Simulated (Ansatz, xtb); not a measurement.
**Isomers of C5H2N4 in order of energy**

5 gas-phase structures of C5H2N4, from a drawn sample of its isomers (lower ones may exist). Each was relaxed with GFN2-xTB:

A. `N#Cc1c[nH]c(C#N)n1`, a singlet
B. `N#Cc1cncn1C#N`, a singlet
C. `N#Cc1cnc(C#N)[nH]1`, a singlet
D. `N#Cc1nccn1C#N`, a singlet
E. `N#Cc1nc[nH]c1C#N`, a singlet

Question: Which do you expect lowest at r2SCAN-D4/def2-SVP, and how would the others follow?

Answer: Calculated order at r2SCAN-D4/def2-SVP: E (0.0), C (1.0), A (1.1), B (17.6), D (19.5) kcal/mol. Less than 1 kcal/mol parts E and C; C and A, so the order within those pairs means little.

Energies above the lowest of each column, in kcal/mol; the last columns are at B3LYP-D3(BJ)/def2-SVP geometries:

| structure | GFN2-xTB | HF/STO-3G | r2SCAN-D4/def2-SVP | B3LYP-D3(BJ)/def2-SVP | CCSD(T)/def2-SVP + ΔMP2/def2-TZVPP |
| --- | --- | --- | --- | --- | --- |
| E | 2.1 | 0.3 | 0.0 | 0.0 | 0.0 |
| C | 2.9 | 2.2 | 1.0 | 1.2 | 1.7 |
| A | 3.9 | 0.0 | 1.1 | 1.1 | 0.8 |
| B | 0.0 | 14.4 | 17.6 | 16.3 | 16.8 |
| D | 1.8 | 15.6 | 19.5 | 18.4 | 18.8 |

CCSD(T)/def2-SVP + ΔMP2/def2-TZVPP puts E lowest, with A within 1 kcal/mol; GFN2-xTB picks B. CCSD(T)/def2-SVP + ΔMP2/def2-TZVPP orders those it was run on as E (0.0), A (0.8), C (1.7), B (16.8), D (18.8) kcal/mol. Less than 1 kcal/mol parts E and A; A and C, so the order within those pairs means little. ΔMP2 is the change of the MP2 energy from the smaller to the larger basis.

Over these structures GFN2-xTB departs from r2SCAN-D4/def2-SVP by 9.6 kcal/mol on average once a common shift is removed. A GFN2-xTB relaxation took about 0.075 s and the r2SCAN-D4/def2-SVP energy about 1.9 s on a shared host (Ansatz 0.2.0, xtb 6.7.1).
